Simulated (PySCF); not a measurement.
## Bond length, frequency and bond energy of MgSb by level of theory

State: ⁴Σ⁻ (quartet), unpaired electrons σ ↑, π ↑↑. Set-up: Mg cc-pVDZ, Sb cc-pVDZ-PP with ECP28; scalar-relativistic core potentials (PySCF 2.14). De refers to Mg + Sb in their high-spin ground configurations, without counterpoise correction. The functionals are run spin-unrestricted. A positive dipole means Mg(−)Sb(+).

| Level | Re (Å) | ωe (cm⁻¹) | De (eV) | μ (D) | CPU s a point (SCF and correlation, without the integrals) |
| --- | --- | --- | --- | --- | --- |
| UHF | 2.919 | 176 | 0.097 | -1.82 | 0.081 |
| UHF-MP2 | 2.880 | 205 | 0.227 | n/a | 0.14 |
| UHF-SCS-MP2 | 2.907 | 192 | 0.128 | n/a | n/a |
| UHF-CCSD | 2.955 | 158 | 0.112 | n/a | n/a |
| UHF-CCSD(T) | 2.942 | 169 | 0.168 | n/a | 5.1 |
| LDA | 2.838 | 214 | 0.89 | -1.02 | 0.29 |
| PBE | 2.900 | 198 | 0.66 | -0.94 | 0.48 |
| BP86 | 2.902 | 196 | 0.64 | -1.07 | 0.35 |
| r²SCAN | 2.869 | 213 | 0.73 | -1.35 | 0.72 |
| B3LYP | 2.908 | 190 | 0.494 | -1.13 | 0.56 |
| PBE0 | 2.873 | 205 | 0.61 | -1.22 | 0.76 |

The bond length runs from 2.838 Å (LDA) to 2.955 Å (UHF-CCSD). De spans 0.10 eV (UHF, mean field) to 0.89 eV (LDA, local density). Correlation at CCSD(T) changes the Hartree–Fock bond energy by +0.07 eV; the triples alone change it by +0.06 eV.

Correlated steps freeze 5 core orbitals. Correlated levels converge slowly with the basis: in double zeta they bind strong bonds too weakly, by up to about 1 eV, and carry superposition errors of some tenths. Spin–orbit coupling is left out, which matters for elements this heavy, above all for dissociation energies. The state was picked by a PBE0 search and need not be the measured ground state.

The whole job (state search and all levels along the bond) took about 1.9 min on 1 thread of Arm Neoverse V1 (shared host), peak memory 0.47 GiB.
